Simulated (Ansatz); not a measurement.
A series at Si: from `[SiH3][SiH]([SiH3])[SiH3]`, ligands are replaced one by one, each step taking up H₂O and setting free SiH₄; n counts the steps. Ansatz, PBE0-D4/def2-TZVP geometries. Each molecule was computed in one conformer, which needn't be the lowest.

```json
{"n": "0", "molecule": "`[SiH3][SiH]([SiH3])[SiH3]`", "HOMO energy, ωB97M-V/def2-TZVPP (eV)": "-9.98"}
{"n": "1", "molecule": "`O[SiH]([SiH3])[SiH3]`", "HOMO energy, ωB97M-V/def2-TZVPP (eV)": "-9.60"}
{"n": "2", "molecule": "`O[SiH](O)[SiH3]`", "HOMO energy, ωB97M-V/def2-TZVPP (eV)": "?"}
{"n": "3", "molecule": "`O[SiH](O)O`", "HOMO energy, ωB97M-V/def2-TZVPP (eV)": "-11.44"}
```

Task: By hand: fit a straight line y = ȳ + b (n − n̄) to the 3 given rows and predict n = 2.

Result: n̄ = 1.333, ȳ = -10.340; Σ(n − n̄)(y − ȳ) = -2.560, Σ(n − n̄)² = 4.667, so b = -0.549 eV a step. Prediction: -10.340 + (-0.549) × (0.667) = -10.71 eV.

Task: By hand: compare with the computed value, -9.99 eV, and give the steps along the whole series.

Result: The line misses by 0.72 eV (computed minus predicted). Steps: 0.38, -0.39, -1.45 eV.

The steps change sign along the series, so a line is a poor guide. The highest orbital can change its character along such a series. The miss is 39.1 % of the series' range.
